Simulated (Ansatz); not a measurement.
```yaml
crystal:
  periodic: [false, false, false]
  atoms:
    - {symbol: Au, position_ang: [0.128827, -0.142000, 0.335457]}
    - {symbol: Au, position_ang: [-1.411283, -1.790416, -0.851596]}
    - {symbol: Br, position_ang: [1.282456, 1.932415, 0.516138]}
basis:
  gaussian: {orbitals: def2-TZVP}
magnetization: {spin_polarized: true, initial_magnetization: 1}
hamiltonian: {xc: {name: B97}}
scf: {lower_state_search: off}
```

```sh
$ ansatz run in.yaml --threads 4 --pin off --events-out ev --progress --plain --max-ram 3916MiB
```

Shortened log:

```
Functional definition: B97
1074 factors; integrals over basis functions are off by at most 6.0e-4 eV
mean field evaluation 1: about -77430.9023 eV, gradient 1.7e1 eV
mean field evaluation 2: about -77429.6328 eV, gradient 2.6e1 eV
mean field evaluation 4: about -77431.9509 eV, gradient 1.5e0 eV
mean field evaluation 8: about -77432.0606 eV, gradient 5.6e-1 eV
mean field evaluation 16: about -77432.0624 eV, gradient 3.2e-3 eV
mean field evaluation 32: about -77432.0624 eV, gradient 8.0e-6 eV
mean field -77432.06239450 eV, -2845.5758076609 hartree, gradient 8.0e-6 eV, S^2 0.756256; 0 other end points of the search recorded, 0 dependent functions left out
reference -77432.06242263 eV, -2845.5758086947 hartree; 37, 36 occupied and 91, 92 virtual orbitals, 1074 factors
Total energy: -77432.06242263 eV, -2845.5758086947 hartree
Checks for a lower state left out: stability, starts, cluster_reference, orbital_swaps, neighbouring_geometries, increment
```

Run time 7.5 s (4 threads of Arm Neoverse V2 on a shared host).

In the def2 sets Au takes a core potential; there is no spin–orbit coupling.
